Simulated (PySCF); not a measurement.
Cl₃Hf, charge +1, multiplicity 1. Atoms are numbered in the order given.

```xyz
4

Hf     0.0000     0.0000     0.3396
Cl     1.8412    -1.0630    -0.4794
Cl    -1.8412    -1.0630    -0.4794
Cl     0.0000     2.1261    -0.4794
```
Charge +1, spin multiplicity 1.

The structure is a stationary point at B3LYP-D3(BJ)/def2-SVP. The multiplicity is an assumed one; other spin states were not compared. The isomer is the one that the SMILES or the coordinates give; other isomers of the formula were not compared. The def2 effective core potentials stand for the cores of Hf; spin–orbit coupling is left out.

Calculation: TDDFT-B3LYP/def2-SVPD in PySCF.

Vertical excitations; the highest root listed may be one member of a degenerate set.  State labels are in the subgroup Cs.

Give excitation energies, oscillator strengths and character. (An estimate is asked for; the answer gives what the named calculation found.)


| state | symmetry | energy (eV) | λ (nm) | f | main pairs |
|---|---|---|---|---|---|
| S1 | A" | 3.83 | 324 | 0.000 | HOMO→LUMO 100 % |
| S2 | A" | 4.19 | 296 | 0.011 | HOMO−2→LUMO (degenerate set) |
| S3 | A' | 4.19 | 296 | 0.011 | HOMO−1→LUMO (degenerate set) |
| S4 | A' | 4.74 | 262 | 0.004 | HOMO−3→LUMO 95 % |
| S5 | A" | 4.80 | 258 | 0.000 | HOMO→LUMO+2, HOMO−4→LUMO (degenerate set) |
| S6 | A' | 4.80 | 258 | 0.000 | HOMO→LUMO+1, HOMO−5→LUMO (degenerate set) |
| S7 | A" | 4.86 | 255 | 0.005 | HOMO−4→LUMO, HOMO→LUMO+2 (degenerate set) |
| S8 | A' | 4.86 | 255 | 0.005 | HOMO−5→LUMO, HOMO→LUMO+1 (degenerate set) |
| S9 | A" | 5.19 | 239 | 0.000 | HOMO−2→LUMO+2 50 %, HOMO−1→LUMO+1 50 % |
| S10 | A' | 5.25 | 236 | 0.014 | HOMO−2→LUMO+1 48 %, HOMO−1→LUMO+2 48 % |
| T1 | A" | 3.79 | 327 | 0 | HOMO→LUMO 99 % |
| T2 | A" | 4.07 | 305 | 0 | HOMO−2→LUMO (degenerate set) |
| T3 | A' | 4.07 | 305 | 0 | HOMO−1→LUMO (degenerate set) |
| T4 | A' | 4.39 | 283 | 0 | HOMO−3→LUMO 92 % |
Triplets are in the Tamm–Dancoff approximation, which puts them higher than full response would, so one can lie above its singlet here.
